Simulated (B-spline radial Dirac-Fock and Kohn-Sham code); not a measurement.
Kohn-Sham estimates against Dirac-Fock for the levels of Cs³⁺

System: cesium as Cs³⁺, configuration [Kr] 4d10 5s2 5p4.

The density-functional columns are spherical, spin-unpolarised Dirac-Kohn-Sham results without Breit or QED terms: −ε is minus the orbital energy of the initial state and ΔSCF the difference of two total energies. The reference in the last column comes from Dirac-Fock ΔSCF + Breit + QED. All numbers are from a radial B-spline solver, in eV; a selection of levels is shown. The Kohn-Sham columns are given as differences from the reference. For the 1s level of heavy atoms much of the gap between ΔSCF and the reference is the Breit and QED part, -131.1 eV here; for other levels the error of the functional can be larger.

```
     level  PBE −ε − DF  PBE ΔSCF − DF  LDA −ε − DF  LDA ΔSCF − DF  Dirac-Fock
    K (1s)       -222.2         +159.1       -260.7         +119.6     36021.2
   L1 (2s)       -120.8          -50.8       -125.6          -55.4      5759.6
L2 (2p1/2)        -92.0           -4.8        -93.8           -6.5      5398.8
L3 (2p3/2)        -96.4          -15.5        -97.8          -16.7      5051.0
   M1 (3s)        -62.3          -37.5        -63.7          -38.8      1258.4
M2 (3p1/2)        -50.5          -24.7        -50.9          -25.1      1107.8
M3 (3p3/2)        -49.9          -25.1        -50.2          -25.4      1039.7
M4 (3d3/2)        -31.9           -4.2        -31.6           -3.9       778.0
M5 (3d5/2)        -32.3           -4.9        -32.0           -4.6       764.0
   N1 (4s)        -28.4          -16.3        -28.9          -16.8       278.2
N2 (4p1/2)        -22.2          -10.4        -22.4          -10.6       222.2
N4 (4d3/2)        -10.2           +0.4        -10.1           +0.5       115.4
N5 (4d5/2)        -10.3           +0.3        -10.2           +0.4       113.1
   O1 (5s)         -6.6           -0.2         -6.2           +0.1       60.52
 O2,3 (5p)         -4.6           +1.0         -4.4           +1.3       44.23
```

Values without a named source are computed, but for edge energies of neutral atoms, which are taken from tables.
